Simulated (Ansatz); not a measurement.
Gas-phase electronic energies from Ansatz, PBE0-D4/def2-TZVP geometries. CCSD(T)/CBS adds triple-zeta CCSD(T) − MP2 to the extrapolated MP2 energy (def2 sets, frozen cores). Functionals use def2-TZVPP. B3LYP here is the variant with VWN-RPA as its local correlation; programs differ in this. For Ge outer-core shells are correlated without core-valence functions, which leaves a few kJ/mol of doubt a bond. Scalar relativity is left out up to krypton. Each species was taken in one conformer, which may not be the lowest.

Reaction (redistribution): `BO[SiH2][GeH3]` + `[NH2][Al]([Cl])[Cl]` → `N[SiH2][GeH3]` + `B[O][Al]([Cl])[Cl]`

(1) Is it downhill or uphill in electronic energy at CCSD(T)/CBS, and by how much? (Estimate.)

(2) What do these levels give: PBE-D4, r2SCAN-D4, B3LYP-D4, ωB97M-V, PBE, PBE0, HF/def2-TZVPP, SCS-MP2/def2-TZVPP, CCSD/def2-TZVPP, HF/def2-QZVPP, SCS-MP2/def2-QZVPP, MP2/CBS(def2)? (An estimate is asked.)

Largest T1 diagnostic among the species: 0.013.

Results:

(1) Computed: Uphill: ΔE = +1.5 kcal/mol.

(2) Computed: PBE-D4 1.4, r2SCAN-D4 1.2, B3LYP-D4 1.1, ωB97M-V 1.5, PBE 1.1, PBE0 0.8, HF/def2-TZVPP -0.1, SCS-MP2/def2-TZVPP 1.3, CCSD/def2-TZVPP 1.2, HF/def2-QZVPP -0.1, SCS-MP2/def2-QZVPP 1.3, MP2/CBS(def2) 1.4 kcal/mol.

In def2-TZVPP, CCSD(T) changes the Hartree–Fock value by +1.6 kcal/mol (the triples alone add +0.3 kcal/mol) and MP2 by +1.5 kcal/mol.
